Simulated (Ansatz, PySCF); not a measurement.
Gas-phase reaction in SMILES: [SiH2]P → [SiH3][PH]
Geometries: B3LYP-D3(BJ)/def2-TZVP minima from Ansatz (a quantum-chemistry and plane-wave program), one conformer each, not searched for the lowest.

Property: isomerisation energy (0 K, with B3LYP-D3(BJ) harmonic zero-point energies from PySCF), in kcal/mol. Correlated levels leave the core frozen unless marked. Open shells are spin-unrestricted. Spin-orbit coupling is left out. Non-relativistic. Basis-set limits of correlation are two-point, X^-3; Hartree-Fock from the larger set. The bracket is a focal-point correction in the basis named.

| level | program | isomerisation energy (kcal/mol) |
|---|---|---|
| BLYP-D4/def2-TZVPD | Ansatz + dftd4 | -5.5 |
| revPBE-D4/def2-TZVPD | Ansatz + dftd4 | -4.0 |
| BP86-D4/def2-TZVPD | PySCF + dftd4 | -4.5 |
| TPSS-D3(BJ)/def2-TZVPD | PySCF + dftd3 | ? |
| M06-L-D4/def2-TZVPD | PySCF + dftd4 | -8.1 |
| PBE0-D4/def2-TZVP | Ansatz + dftd4 | -5.5 |
| BHLYP-D3(BJ)/def2-TZVPD | Ansatz + dftd3 | ? |
| SCS-MP2/aug-cc-pV(T+d)Z | Ansatz | -7.9 |
| SCS-MP2/cc-pVTZ | Ansatz | -8.1 |
| SCS-MP2/def2-TZVPP | Ansatz | -8.1 |
| CCSD/STO-3G | Ansatz | -15.2 |
| CCSD/aug-cc-pV(D+d)Z | Ansatz | ? |
| RI-MP2/CBS(aug-cc-pV(T+d)Z,aug-cc-pV(Q+d)Z)+[CCSD(T)-MP2]/aug-cc-pV(T+d)Z | Ansatz | ? |

### Question
Some entries are withheld; supply them.

### Answer

- TPSS-D3(BJ)/def2-TZVPD, isomerisation energy (kcal/mol): -6.2
- BHLYP-D3(BJ)/def2-TZVPD, isomerisation energy (kcal/mol): -8.6
- CCSD/aug-cc-pV(D+d)Z, isomerisation energy (kcal/mol): -8.3
- RI-MP2/CBS(aug-cc-pV(T+d)Z,aug-cc-pV(Q+d)Z)+[CCSD(T)-MP2]/aug-cc-pV(T+d)Z, isomerisation energy (kcal/mol): -7.4
